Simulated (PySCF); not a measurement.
# How far are cheaper levels from CCSD(T)/CBS for BiS?

PySCF; the state is a doublet (π ↑). The composite is CCSD(T) extrapolated to the basis-set limit from two correlation-consistent sets, with core-valence (CV) and scalar-relativistic (SR) terms as its label shows; it has no spin–orbit coupling and nothing beyond (T). Here it is CCSD(T)/CBS(DT). It gives Re = 2.310 Å, ωe = 432 cm⁻¹ and De = 3.15 eV to Bi + S.

```csv
level,basis,relativity,Re (Å),ωe (cm⁻¹),De (eV)
LDA,cc-pVDZ-PP/cc-pV(D+d)Z,scalar-relativistic core potentials,2.321,437,4.35
PBE,def2-SVP,scalar-relativistic core potentials,2.354,422,3.52
revPBE,def2-TZVPP,scalar-relativistic core potentials,2.329,424,3.41
r²SCAN,def2-SVP,scalar-relativistic core potentials,2.336,436,3.04
r²SCAN,cc-pVDZ-PP/cc-pV(D+d)Z,scalar-relativistic core potentials,2.329,435,3.06
TPSSh,cc-pVDZ-PP/cc-pV(D+d)Z,scalar-relativistic core potentials,2.328,437,3.15
r²SCANh,def2-SVPD,scalar-relativistic core potentials,2.332,429,2.94
PBE0,def2-SVPD,scalar-relativistic core potentials,2.326,443,3.04
B97-3,def2-TZVPP,scalar-relativistic core potentials,2.303,453,3.45
ωB97X,def2-TZVPP,scalar-relativistic core potentials,2.270,486,3.55
```

Question: Give the difference of each row from the composite.

Answer: 

| level | basis | ΔRe (pm) | Δωe (%) | ΔDe (eV) |
| --- | --- | --- | --- | --- |
| LDA | cc-pVDZ-PP/cc-pV(D+d)Z | +1.1 | +1.2 | +1.20 |
| PBE | def2-SVP | +4.4 | -2.3 | +0.37 |
| revPBE | def2-TZVPP | +1.9 | -1.9 | +0.26 |
| r²SCAN | def2-SVP | +2.6 | +0.9 | -0.11 |
| r²SCAN | cc-pVDZ-PP/cc-pV(D+d)Z | +1.9 | +0.7 | -0.09 |
| TPSSh | cc-pVDZ-PP/cc-pV(D+d)Z | +1.8 | +1.2 | +0.00 |
| r²SCANh | def2-SVPD | +2.2 | -0.7 | -0.21 |
| PBE0 | def2-SVPD | +1.6 | +2.5 | -0.11 |
| B97-3 | def2-TZVPP | -0.7 | +4.9 | +0.30 |
| ωB97X | def2-TZVPP | -4.0 | +12.5 | +0.40 |

Question: Which rows come closest in De?

Answer: TPSSh in cc-pVDZ-PP/cc-pV(D+d)Z (+0.00 eV), counted from the composite.

Correlated steps freeze 9 core orbitals. These are scalar-relativistic numbers at best; spin–orbit coupling would shift them, the dissociation energy most. Counting both spins, an empty level lies below a filled one in some of these solutions, because spin and occupation are held. The state was picked by a PBE0 search and need not be the measured ground state.
